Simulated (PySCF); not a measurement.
SMILES C(c1sc(F)cc1)#C (GFN2-xTB optimised geometry):

```
11

C      0.132     2.445    -0.004
C      0.004     1.250    -0.001
C     -0.166    -0.138     0.000
C      0.806    -1.100     0.000
C      0.293    -2.412     0.000
C     -1.064    -2.412     0.000
F     -1.855    -3.486     0.000
S     -1.768    -0.834     0.000
H      0.262     3.486    -0.005
H      1.855    -0.868     0.000
H      0.889    -3.306     0.000
```

Calculation: PySCF with PBE/def2-TZVP.

What are the frontier orbital energies and the dipole moment?

HOMO-2 -7.08 eV, HOMO-1 -6.73 eV, HOMO -5.56 eV, LUMO -2.05 eV, LUMO+1 -1.18 eV; dipole moment 0.95 D.

Meta-Löwdin charges at PBE/def2-TZVP: C1 -0.21, C2 -0.03, C3 -0.13, C4 -0.13, C5 -0.20, C6 0.15, F7 -0.22, S8 0.30, H9 0.18, H10 0.14, H11 0.15.
